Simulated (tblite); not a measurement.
Parent: `[CH3:1][C:2](=[O:3])[N:4]([CH3:5])[SiH3:6]` with C1–C2–N4–C5 0°, C3H9NOSi.

Structures optimised with GFN2-xTB, isolated species. One conformer each, not checked by frequencies here.

```csv
coordinate of the parent,value
C1–C2,1.500 Å
C2=O3,1.229 Å
C2–N4,1.335 Å
N4–C5,1.436 Å
N4–Si6,1.774 Å
C1–C2–O3,123.5°
C1–C2–N4,120.6°
O3–C2–N4,115.9°
C2–N4–C5,124.2°
C2–N4–Si6,106.2°
C5–N4–Si6,129.6°
```

Q: How does the shared frame change in `[CH3:1][C:2](=[O:3])[N:4]([CH3:5])[SiH2:6][NH:7][SiH3:8]` with C1–C2–N4–C5 -1°, C2–N4–Si6–N7 -69°, N4–Si6–N7–Si8 -167°, C3H12N2OSi2? Atoms pair as C1 = C1, C2 = C2, O3 = O3, N4 = N4, C5 = C5, Si6 = Si6 (parent first).

A: 
```
   parent   relative  value in the relative  change
    C1–C2      C1–C2                1.504 Å  +0.004
    C2=O3      C2=O3                1.226 Å  -0.003
    C2–N4      C2–N4                1.337 Å  +0.002
    N4–C5      N4–C5                1.436 Å   0.000
   N4–Si6     N4–Si6                1.771 Å  -0.003
 C1–C2–O3   C1–C2–O3                 122.9°    -0.6
 C1–C2–N4   C1–C2–N4                 119.8°    -0.8
 O3–C2–N4   O3–C2–N4                 117.3°    +1.4
 C2–N4–C5   C2–N4–C5                 123.4°    -0.8
C2–N4–Si6  C2–N4–Si6                 109.3°    +3.1
C5–N4–Si6  C5–N4–Si6                 127.2°    -2.4
```

No shared bond changes by more than 0.004 Å. Bonds of the relative outside the shared frame: Si6–N7 1.722, N7–Si8 1.733 Å. Point group Cs → C1.

Q: How does the shared frame change in `[CH3:1][C:2](=[O:3])[N:4]([CH3:5])[SiH2:6][CH2:7][C:8]#[N:9]` with C1–C2–N4–C5 1°, C2–N4–Si6–C7 -67°, N4–Si6–C7–C8 -18°, C5H10N2OSi? Atoms pair as C1 = C1, C2 = C2, O3 = O3, N4 = N4, C5 = C5, Si6 = Si6 (parent first).

A: 
```json
{"parent": "C1–C2", "relative": "C1–C2", "value in the relative": "1.493 Å", "change": "-0.007"}
{"parent": "C2=O3", "relative": "C2=O3", "value in the relative": "1.233 Å", "change": "+0.004"}
{"parent": "C2–N4", "relative": "C2–N4", "value in the relative": "1.335 Å", "change": "0.000"}
{"parent": "N4–C5", "relative": "N4–C5", "value in the relative": "1.437 Å", "change": "+0.001"}
{"parent": "N4–Si6", "relative": "N4–Si6", "value in the relative": "1.775 Å", "change": "+0.001"}
{"parent": "C1–C2–O3", "relative": "C1–C2–O3", "value in the relative": "124.1°", "change": "+0.6"}
{"parent": "C1–C2–N4", "relative": "C1–C2–N4", "value in the relative": "121.3°", "change": "+0.7"}
{"parent": "O3–C2–N4", "relative": "O3–C2–N4", "value in the relative": "114.6°", "change": "-1.3"}
{"parent": "C2–N4–C5", "relative": "C2–N4–C5", "value in the relative": "124.5°", "change": "+0.3"}
{"parent": "C2–N4–Si6", "relative": "C2–N4–Si6", "value in the relative": "104.7°", "change": "-1.5"}
{"parent": "C5–N4–Si6", "relative": "C5–N4–Si6", "value in the relative": "130.4°", "change": "+0.8"}
```

Of the parent's bonds, C1–C2 changes most (-0.007 Å). Bonds of the relative outside the shared frame: Si6–C7 1.921, C7–C8 1.426, C8≡N9 1.145 Å. Point group Cs → C1.

The numbers are calculated, not measured.
